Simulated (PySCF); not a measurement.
C4H15NOSi3.
SMILES with atom numbers: `[OH:1][SiH2:2][N:3]([SiH3:4])[SiH2:5][CH:6]1[CH2:7][CH2:8][CH2:9]1`

NICS = −σ at a ghost point: NICS(0) at the centroid of the ring atoms, NICS(1) 1 Å to either side along the normal of their mean plane, zz for the tensor component along that normal. Level: GIAO PBE0/pcSseg-1 (PySCF, non-relativistic, gas phase) on the GFN2-xTB geometry, one conformer.

Ring bond lengths (Å), with Mayer bond orders in brackets: C6–C7 1.539 (1.02), C7–C8 1.533 (1.04), C8–C9 1.533 (1.05), C9–C6 1.541 (1.01).

Task: Give the NICS values of each ring in ppm.

Result: 
```tsv
ring	type	NICS(0)	NICS(1), two faces	NICS(1)zz, two faces	rms pucker (Å)	centre to ring atoms, mean (Å)
C6–C7–C8–C9	4-membered carbocycle; formal bonds all single	0.9	-0.2 / 0.8	4.6 / 4.7	0.08	1.08
```

Task: What do they say, and how far can they be read as aromaticity?

Result: 
- C6–C7–C8–C9: mean NICS(1)zz 4.7 ppm, deshielded. C6, C7, C8, C9 have four or more neighbours, so the value isn't read as a sign of a π ring current.

Task: List the ring angles and the Hirshfeld charges of the ring atoms.

Result: 
- C6–C7–C8–C9: C6 89.1° (-0.116 e), C7 89.4° (-0.068 e), C8 89.6° (-0.070 e), C9 89.3° (-0.072 e); sum 357.5° against 360° for a flat convex ring.

Task: How shielded are the nuclei of the rings and their hydrogens (means over atoms taken as equivalent)?

Result: 
```json
{"atoms": "C6", "environment": "sp3 carbon bound to silicon", "σ isotropic (ppm)": "168.6", "principal values of the symmetric part, first atom (ppm)": "151.1, 168.1, 186.7"}
{"atoms": "C7 (×2)", "environment": "four-membered-ring carbon", "σ isotropic (ppm)": "164.2", "principal values of the symmetric part, first atom (ppm)": "152.8, 161.7, 182.2"}
{"atoms": "C8", "environment": "four-membered-ring carbon", "σ isotropic (ppm)": "166.7", "principal values of the symmetric part, first atom (ppm)": "152.1, 166.6, 181.5"}
{"atoms": "H on C6", "environment": "methine hydrogen", "σ isotropic (ppm)": "29.26", "principal values of the symmetric part, first atom (ppm)": "25.0, 28.9, 33.8"}
{"atoms": "H on C7 (×2)", "environment": "methylene hydrogen", "σ isotropic (ppm)": "29.16", "principal values of the symmetric part, first atom (ppm)": "25.8, 26.6, 35.2"}
{"atoms": "H on C7 (×2)", "environment": "methylene hydrogen", "σ isotropic (ppm)": "30.02", "principal values of the symmetric part, first atom (ppm)": "26.2, 28.1, 36.0"}
{"atoms": "H on C8", "environment": "methylene hydrogen", "σ isotropic (ppm)": "29.63", "principal values of the symmetric part, first atom (ppm)": "25.9, 26.1, 36.9"}
{"atoms": "H on C8", "environment": "methylene hydrogen", "σ isotropic (ppm)": "29.50", "principal values of the symmetric part, first atom (ppm)": "26.3, 27.5, 34.7"}
```

The values belong to the conformer `[OH:1][SiH2:2][N:3]([SiH3:4])[SiH2:5][CH:6]1[CH2:7][CH2:8][CH2:9]1`: O1–Si2–N3–Si4 -148°, Si2–N3–Si5–C6 -23°, N3–Si5–C6–C7 -179°, H–O1–Si2–N3 41°.
